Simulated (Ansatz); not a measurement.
A structure relaxed at PBE-D4/def2-SVP in Ansatz, charge 0, singlet:

Cartesian coordinates in Å:
```
Si -2.827 -1.125 1.345
Si 0.262 2.077 -1.725
Si 0.555 -2.066 -0.428
Si 2.976 0.148 0.604
Si -1.109 0.398 0.480
Se -0.948 2.637 0.336
Se -0.669 -0.314 -1.725
Se -1.623 -2.866 0.553
Se 0.819 -0.554 1.557
Se 2.564 1.665 -0.998
```

Task: Give its formula.

Result: Si5Se5.

Task: Summarise the bond lengths by kind (pairs closer than 1.2 times the sum of covalent radii, bridged metal pairs left out).

Result: 12 × Se–Si 2.24 to 2.57 Å; 1 × Si–Si 2.45 Å.

Another isomer (singlet) lies 0.20 eV lower at PBE0-D4/def2-TZVP; other spin states weren't run for this one.
